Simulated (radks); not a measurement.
Question: Radial electron density D(r) = 4 pi r^2 rho(r) of an atom or ion with 22 electrons. Method: non-relativistic Kohn-Sham, LDA (Slater exchange, Perdew-Wang correlation), spin-polarised, spherical densities, point nucleus; computed with a radial shooting solver on a logarithmic mesh with Libxc functionals.

```
   r/bohr * D(r) (the largest magnitude, 30.1, reaches the edge; | marks zero)
 0.005946 |     *
 0.007743 |        *
  0.01008 |            *
  0.01313 |                  *
  0.01696 |                          *
  0.02208 |                                   *
  0.02875 |                                            *
  0.03744 |                                                  *
  0.04875 |                                                   *
  0.06298 |                                               *
    0.082 |                                         *
   0.1068 |                                       *
    0.139 |                                              *
   0.1796 |                                                      *
   0.2339 |                                                      *
   0.3045 |                                         *
   0.3965 |                        *
   0.5163 |                  *
    0.667 |                     *
   0.8685 |                     *
    1.131 |              *
    1.473 |      *
    1.917 |  *
    2.477 |*
    3.225 |*
      4.2 *
    5.468 *
    7.121 *
```

What is the nuclear charge?

Answer: Z = 24. The innermost maximum, from 1s, lies near 1/Z = 0.0417 bohr (found: 0.0450), and its height grows with Z. The density is that of the chromium ion Cr2+ in [Ne] 3s1 3p6 3d4 4s1; the configuration itself is not fixed sharply by these data, and Z only to about a unit. D(r) has 3 maxima, at r = 0.0450, 0.206, 0.764 bohr, and minima at 0.0994, 0.508 bohr, inside which lie 2.13, 10.66 electrons.
